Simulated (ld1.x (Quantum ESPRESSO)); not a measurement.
PBE PAW dataset for Cr, fully relativistic all-electron reference.

chromium (Cr), PAW, made with ld1.x (Quantum ESPRESSO) 7.5 (PBE, fully relativistic). Core [Ne] 3s2, reference 3p6 3d5 4s0 4p1. Waves: 4s (bound, empty): rcut 2.10, rcutus 2.75 bohr; 4s channel at 1.4 Ry: rcut 2.10, rcutus 2.75 bohr; 3p (bound): rcut 1.55, rcutus 2.15 bohr; 4p (bound): rcut 1.55, rcutus 2.15 bohr; 3d (bound): rcut 1.25, rcutus 1.55 bohr; 3d channel at 1.05 Ry: rcut 1.25, rcutus 1.55 bohr. Local part: all-electron potential smoothed inside 2.60 bohr (lloc = -1). Core correction: Bessel-smoothed model core, default radius (core density twice the valence density). Augmentation charge: BG, radius 1.35 bohr.

Open shells are filled in proportion to 2j + 1 (rel_dist='average').

Poles of the logarithmic derivatives, all-electron (AE) and pseudo (PS). s: poles at 0.9 (AE) and 0.9, 4.6 (PS) Ry. p1/2: poles at -3.5, 1.7 (AE) and -3.5, 1.8 (PS) Ry. p3/2: poles at -3.4, 1.8 (AE) and -3.4, 1.8 (PS) Ry. d3/2: poles at -0.2, 3.2 (AE) and -0.2, 3.2 (PS) Ry. d5/2: poles at -0.2, 3.2 (AE) and -0.2, 3.2 (PS) Ry. Test radius 3.01 bohr.

* Largest excitation error: -639 meV (all-electron minus pseudo) for 3p6 3d2 4s0 4p0, out of 7 test configurations

The ghost test of this file was not conclusive.
